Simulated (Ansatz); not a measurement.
A structure relaxed at PBE0-D4/def2-TZVP, charge 0, multiplicity 1:

```json
{"atom": "O1", "x (Å)": "-1.248", "y (Å)": "-0.587", "z (Å)": "1.215"}
{"atom": "B2", "x (Å)": "0.060", "y (Å)": "-0.205", "z (Å)": "1.310"}
{"atom": "F3", "x (Å)": "0.667", "y (Å)": "-0.226", "z (Å)": "2.511"}
{"atom": "N4", "x (Å)": "0.756", "y (Å)": "0.202", "z (Å)": "0.163"}
{"atom": "Ge5", "x (Å)": "0.044", "y (Å)": "0.276", "z (Å)": "-1.540"}
{"atom": "H6", "x (Å)": "-1.625", "y (Å)": "-0.845", "z (Å)": "2.058"}
{"atom": "H7", "x (Å)": "1.718", "y (Å)": "0.476", "z (Å)": "0.272"}
{"atom": "H8", "x (Å)": "-1.131", "y (Å)": "1.264", "z (Å)": "-1.573"}
{"atom": "H9", "x (Å)": "-0.426", "y (Å)": "-1.120", "z (Å)": "-1.970"}
{"atom": "H10", "x (Å)": "1.184", "y (Å)": "0.765", "z (Å)": "-2.448"}
```

(1) Give its formula and SMILES.

(2) Point group (tolerance 0.08 Å, 0.16 Å for H)?

(3) Summarise the bond lengths by kind.

## Answers

(1) BFGeH5NO, `OB(F)[NH][GeH3]`.

(2) Cs.

(3) 1 × B–O 1.366 Å; 1 × H–O 0.959 Å; 1 × B–F 1.346 Å; 1 × B–N 1.403 Å; 1 × Ge–N 1.847 Å; 1 × H–N 1.006 Å; 3 × Ge–H 1.535 to 1.537 Å.

All numbers were calculated with Ansatz.
